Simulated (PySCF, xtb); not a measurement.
Ga(OH)2(PH2) (GaH₄O₂P), SMILES [OH][Ga]([OH])[PH2].

GFN2-xTB in xtb at its own geometry gives an orbital gap of 4.10 eV and a dipole moment of 1.10 D.

Geometry optimised at ωB97X-D3(BJ)/def2-SVP. The structure was generated by enumeration; whether it is a known compound was not checked. One conformer was computed; it need not be the lowest.

**Question.** What does r2SCAN/def2-TZVP run with PySCF give? (The exact figures need the calculation; the answer reports its results.)

**Answer.** gap 5.77 eV (levels -6.94 and -1.17 eV), dipole 1.56 D.
